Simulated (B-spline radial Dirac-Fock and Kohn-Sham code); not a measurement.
Dipole and non-dipole photoemission parameters of Ce 3p1/2

System: neutral cerium, configuration [Xe] 4f1 5d1 6s2; threshold 1274.0 eV (tabulated edge). The computed values come from a radial finite-basis atomic code: Dirac-Hartree-Slater photoionisation with a Latter tail; cross sections with all multipoles, angular parameters from the dipole term and its interference with E2.

Input file task.json (cfg lists n, l and occupation; rrms is the nuclear radius in fm):

```json
{"items": [{
  "Z": 58,
  "q": 0,
  "cfg": [[1, 0, 2], [2, 0, 2], [2, 1, 6], [3, 0, 2], [3, 1, 6], [3, 2, 10], [4, 0, 2], [4, 1, 6], [4, 2, 10], [4, 3, 1], [5, 0, 2], [5, 1, 6], [5, 2, 1], [6, 0, 2]],
  "A": 140,
  "rrms": 4.8771,
  "do": "xps",
  "hv": [51.4, 55.9, 62.5, 65.1, 66.2, 122.0, 140.0, 150, 168.0, 215.0, 251.0, 264.0, 300, 303.0, 400.0, 743.0, 1040.0, 1120.0, 1440.0, 1450.0, 1486.9, 1780.0, 2000, 2450.0, 5414.7, 5540.0, 6000, 6910.0, 9251.7, 12000],
  "edges": {"K": 40443.0, "L1": 6548.0, "L2": 6164.0, "L3": 5723.0, "M1": 1436.0, "M2": 1274.0, "M3": 1187.0, "M4": 902.4, "M5": 883.8, "N1": 291.0, "N2": 223.2, "N3": 206.5, "N4": 109.0, "N5": 109.0}
}]}
```

Launch: `python xray2_run.py task.json out`

For linearly polarised light dσ/dΩ = σ/(4π) [1 + β P₂(cos θ) + (δ + γ cos²θ) sin θ cos φ], with θ from the polarisation vector and φ the angle between the beam and the projection of the electron momentum on the plane normal to the polarisation.

| hν (eV) | σ (kb) | β | γ | δ |
| --- | --- | --- | --- | --- |
| 1440 | 80.3 | 1.000 | 0.356 | 0.118 |
| 1450 | 79.7 | 1.023 | 0.364 | 0.112 |
| 1486.9 | 77.5 | 1.100 | 0.380 | 0.094 |
| 1780 | 61.3 | 1.398 | 0.237 | 0.028 |
| 2000 | 51.7 | 1.488 | 0.118 | 0.013 |
| 2450 | 37.2 | 1.569 | -0.003 | 0.004 |
| 5414.7 | 7.56 | 1.560 | 0.385 | 0.011 |
| 5540 | 7.18 | 1.556 | 0.409 | 0.012 |
| 6000 | 5.97 | 1.541 | 0.495 | 0.015 |
| 6910 | ? | ? | ? | ? |
| 9251.7 | 2.08 | 1.436 | 1.016 | 0.040 |
| 12000 | 1.06 | 1.358 | 1.363 | 0.064 |

Question: Give the values at 6910 eV.

Answer: σ = 4.27 kb, β = 1.511, γ = 0.656, δ = 0.021.
